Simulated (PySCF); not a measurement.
# V (vanadium, neutral) across methods

[Ar] 3d5, high-spin 6S determinant (an excited configuration). Computed with PySCF 2.14 in aug-cc-pVTZ, with no relativity, point nucleus. The B2PLYP total includes its PT2 part (frozen core); its orbital energies are those of the SCF part.

| method | E (hartree) | mean ε 3p α (eV) | mean ε 3p β (eV) | mean ε 3d α (eV) | Σ⟨r²⟩ (bohr²) | ⟨S²⟩ |
| --- | --- | --- | --- | --- | --- | --- |
| r2SCAN0 | -943.791 | -42.921 | -37.474 | -2.399 | 36.17 | 8.750 |
| B2PLYP | -943.574 | -45.431 | -39.292 | -3.325 | 35.31 | 8.750 |
| PBE0 | -943.643 | -41.948 | -37.217 | -2.418 | 36.78 | 8.750 |
| LDA | -941.710 | -38.580 | -35.256 | -1.658 | 38.47 | 8.750 |
| PBE | -943.627 | -38.705 | -35.210 | -1.521 | 39.30 | 8.750 |
| wB97X-V | -943.700 | -43.933 | -39.662 | -4.427 | 36.08 | 8.750 |
| UHF | -942.76402 | -51.575 | -42.634 | -5.267 | 33.21 | 8.750 |
| r2SCAN | -943.818 | -40.101 | -35.595 | -1.417 | 38.33 | 8.750 |

Problem. Estimate the same row for M06.

Solution. E (hartree) = -943.787; mean ε 3p α (eV) = -42.034; mean ε 3p β (eV) = -37.481; mean ε 3d α (eV) = -2.291; Σ⟨r²⟩ (bohr²) = 36.94; ⟨S²⟩ = 8.750.
